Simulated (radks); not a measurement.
The numbers below are computed, except where a source is named.
The calcium ion Ca2+, 18 electrons, occupied as [Ar] (the NIST ground configuration). Level of theory: non-relativistic Kohn-Sham, exchange-only PBE, spin-polarised, spherical densities, point nucleus (a radial shooting solver on a logarithmic mesh with Libxc functionals).

Normalised radial functions P(r) = r R(r), r in bohr:

```
   r/bohr * 2s, o 2p, + 3p (the largest magnitude, 1.72, reaches the edge; | marks zero, & curves that meet)
 0.004009                             &  *
 0.005097                             &   *
 0.006428                             &   *
 0.008171                             &    *
  0.01039                             &      *
   0.0131                             +o      *
  0.01665                             +o       *
    0.021                             +o         *
   0.0267                             |+o         *
  0.03367                             |+ o         *
   0.0428                             | +  o       *
  0.05441                             | +    o    *
  0.06862                             |  +     &
  0.08724                             |   +*       o
     0.11                            *|     +          o
   0.1399                    *        |      +             o
   0.1778            *                |      +                o
   0.2242     *                       |      +                  o
    0.285  *                          |     +                   o
   0.3595   *                         |  +                   o
    0.457        *                  + |                 o
   0.5809               *      +      |           o
   0.7326                 +    *      |      o
   0.9314              +           *  |  o
    1.175              +             *|o
    1.493                 +           &
    1.883                     +       &
    2.394                        +    &
    3.043                           + &
    3.838                            +&
```

2s: eigenvalue -424.73 eV, 1 radial node at r = 0.105 bohr, <r> = 0.367 bohr, 90 % of the charge inside 0.571 bohr. 2p: eigenvalue -348.63 eV, 0 radial nodes, <r> = 0.329 bohr, 90 % of the charge inside 0.542 bohr. 3p: eigenvalue -41.831 eV, 1 radial node at r = 0.421 bohr, <r> = 1.26 bohr, 90 % of the charge inside 1.95 bohr.
